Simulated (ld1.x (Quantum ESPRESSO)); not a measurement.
# Configuration tests for promethium (Pm) (TM semilocal)

* Element: promethium (Pm)
* Generator: ld1.x (Quantum ESPRESSO) 7.5
* Type: norm-conserving Troullier–Martins (semilocal form)
* Functional: LDA (PZ)
* Relativity: scalar-relativistic
* Frozen core: [Kr] 4d10 5s2
* Valence charge: 13
* Reference configuration: 4f5 5p6 5d0 6s2 6p0
* Partial waves: 6s (bound): rc 4.05 bohr; 5p (bound): rc 2.40 bohr; 5d (bound, empty): rc 3.35 bohr; 4f (bound): rc 1.60 bohr
* Local potential: the f channel
* Core correction: a·sin(br)/r model core inside 1.50 bohr

Energies are relative to the spin-unpolarised reference configuration 4f5 5p6 5d0 6s2 6p0; without spin polarisation the order of configurations can differ from experiment. Spin-polarised rows fill each open shell by Hund’s rule, majority spin first. Not all tests gave a result: 2 of 9 tests not solved or not reliable. Left out of the table: 4f5 5p6 5d0 6s0 6p1 (pseudo-atom not self-consistent, printed error -789 eV); 4f6 5p6 5d0 6s0 6p0 (pseudo-atom not self-consistent, printed error -824 eV).

| valence configuration | charge | ΔE all-electron (eV) | error AE − PS (meV) |
| --- | --- | --- | --- |
| 4f5 5p6 5d0 6s1 6p0 | +1 | 6.075 | -1.8 |
| 4f4 5p6 5d0 6s0 6p0 | +3 | 40.726 | +249 |
| 4f5 5p6 5d1 6s1 6p0 | 0 | 1.865 | -4.9 |
| 4f5 5p6 5d0 6s2 6p0 (spin-polarised) | 0 | -3.736 | +5362 |
| 4f5 5p6 5d0 6s1 6p0 (spin-polarised) | +1 | 2.013 | +5309 |

Q: What are ΔE and the potential's error for 4f5 5p6 5d0.5 6s1.5 6p0?

A: ΔE = 0.902 eV all-electron; the error (AE − PS) is -1.5 meV.

Q: What are ΔE and the potential's error for 4f5 5p6 5d0 6s0 6p0?

A: ΔE = 17.219 eV all-electron; the error (AE − PS) is -24 meV.

Levels in the configuration 4f5 5p6 5d0 6s0 6p0:

```csv
level,all-electron (eV),pseudo (eV)
4f,-15.477,-15.284
5p,-35.952,-35.867
```

These tests converged, but a pseudo level misses the all-electron one widely, so the file describes the atom poorly there or has found another state: 4f5 5p6 5d0 6s1 6p0: empty 6p by 3.8 eV; 4f5 5p6 5d0 6s0 6p0: empty 6p by 6.7 eV.
